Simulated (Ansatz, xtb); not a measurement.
## C6H8O2: which of two isomers lies lower

Structure a is `CO[C@@H]1C(=O)[C@H]2C[C@H]21`, a singlet and structure b is `COC1=C(O)[C@@H]2C[C@H]12`, a singlet. Both are isolated molecules in the gas phase, relaxed with r2SCAN-D4/def2-SVP; the shapes shown needn't be the lowest conformers.

a (Å):

```xyz
16

C    -2.6292   -1.4566    0.2783
C    -0.5509   -0.4220   -0.0346
C    -0.4091   -0.3862   -1.6019
C     1.0800   -0.4623   -1.5540
C     1.6131    0.5835   -0.5928
C     0.9657   -0.6110   -0.0076
O    -1.2231   -1.5782    0.3630
O    -1.2181   -0.5779   -2.4729
H    -3.0563   -2.4059    0.6294
H    -2.9971   -0.6358    0.9263
H    -2.9574   -1.2683   -0.7579
H    -0.9373    0.4822    0.4862
H     1.7313   -0.9749   -2.2685
H     2.7050    0.6195   -0.5447
H     1.1254    1.5635   -0.5250
H     1.4722   -1.3578    0.6083
```

b (Å):

```xyz
16

C     0.8156    2.3547    2.0564
C     0.8959    0.6069    0.5152
C     1.3762   -0.4616   -0.1718
C     0.0512   -0.7558   -0.8181
C    -0.4545    0.4567   -1.5762
C    -0.4983    0.4473   -0.0629
O     1.5409    1.6742    1.0509
O     2.5920   -0.9334   -0.5146
H     1.4333    3.2012    2.3857
H    -0.1439    2.7423    1.6681
H     0.6077    1.6961    2.9197
H     3.2543   -0.3674   -0.0905
H    -0.4572   -1.7238   -0.8595
H    -1.4134    0.3417   -2.1006
H     0.2709    1.1044   -2.0818
H    -1.4428    0.4112    0.4895
```

Which of the two would you expect CCSD(T)/def2-SVP + ΔMP2/def2-TZVPP electronic energies to favour?

Structure a; the calculation gives E(b) − E(a) = +22.5 kcal/mol.

How the difference moves with the method:

| level | geometry | E(b) − E(a) (kcal/mol) | departure from the last row (kcal/mol) | job, with rough time for the two |
| --- | --- | --- | --- | --- |
| GFN2-xTB | GFN2-xTB | +17.2 | −5.3 | optimisation, 0.23 s |
| HF/STO-3G | GFN2-xTB | +31.1 | +8.6 | single point, 0.7 s |
| r2SCAN-D4/def2-SVP//GFN2-xTB | GFN2-xTB | +26.2 | +3.7 | single point, 8.7 s |
| r2SCAN-D4/def2-SVP | r2SCAN-D4/def2-SVP | +23.8 | +1.3 | optimisation, 2.2 min |
| HF/def2-SVP | r2SCAN-D4/def2-SVP | +28.8 | +6.3 | part of the CCSD(T) run |
| MP2/def2-SVP | r2SCAN-D4/def2-SVP | +23.7 | +1.2 | part of the CCSD(T) run |
| CCSD(T)/def2-SVP | r2SCAN-D4/def2-SVP | +24.8 | +2.3 | single point |
| CCSD(T)/def2-SVP + ΔMP2/def2-TZVPP | r2SCAN-D4/def2-SVP | +22.5 |  | single point, 4.4 min |

As drawn, b has 1 C–O, 1 C=C, 1 O–H in place of 1 C–C, 1 C=O, 1 C–H.

None of the levels shown reverses the order. The largest departure from CCSD(T)/def2-SVP + ΔMP2/def2-TZVPP is that of HF/STO-3G, 8.6 kcal/mol. The last row adds to CCSD(T) the change of the MP2 difference between the two basis sets, here −2.3 kcal/mol.

With thermal terms from frequencies at re-optimised GFN2-xTB minima (ideal gas, soft modes damped towards free rotors, one conformer each, 298.15 K, 1 atm): on the last row, ΔE + ΔZPE = +22.0, ΔH = +22.3, ΔG = +21.7 kcal/mol.

The correlated steps freeze 8 core orbitals. Programs: Ansatz 0.2.0, xtb 6.7.1; the last row on 2 threads of Arm Neoverse V1 on a shared host.
